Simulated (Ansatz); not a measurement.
C2H9InOSe, relaxed with RKS PBE0-D4/def2-TZVP in Ansatz from a PBE-D4/def2-SVP geometry. The force threshold is 0.005 eV/Å; the program also tests the step.

The species carries charge 0 and has multiplicity 1. In: def2 effective core potential. The bonds changed during the relaxation, so this is another structure than the one it started from.

Start:

```xyz
14

C    -1.456   -1.300   -1.398
In    0.204   -0.411   -0.301
C     1.363   -0.903    1.467
O     1.208    1.117   -1.296
Se   -0.752    2.356    0.412
H    -1.139   -2.262   -1.846
H    -2.301   -1.492   -0.708
H    -1.793   -0.619   -2.204
H     0.706   -1.019    2.351
H     1.922   -1.848    1.314
H     2.085   -0.084    1.647
H     0.853    1.246   -2.194
H     0.565    2.521    1.065
H    -1.463    2.698    1.690
```

By how much does the energy fall, and how many steps does the optimiser take? (An estimate is asked.)

Computed: 1.19 eV, in 62 steps, 6 of them rejected.

Which bonds change most? (Estimate.)

Ansatz gave: O4–H13 from 2.821 to 0.975 Å; In2–Se5 from 3.013 to 2.596 Å; In2–O4 from 2.082 to 2.447 Å; Se5–H14 from 1.502 to 1.469 Å.

Give the relaxed structure. (An estimate is asked.)

Ansatz gave: 
```xyz
14

C    -1.400   -1.109   -1.350
In   -0.284   -0.166    0.228
C     1.180   -0.881    1.622
O     1.117    1.270   -1.171
Se   -1.327    2.117    0.888
H    -0.744   -1.710   -1.983
H    -2.161   -1.767   -0.928
H    -1.900   -0.358   -1.962
H     0.707   -1.097    2.581
H     1.665   -1.787    1.258
H     1.936   -0.109    1.773
H     0.966    1.236   -2.121
H     0.644    2.058   -0.846
H    -0.400    2.303    2.012
```
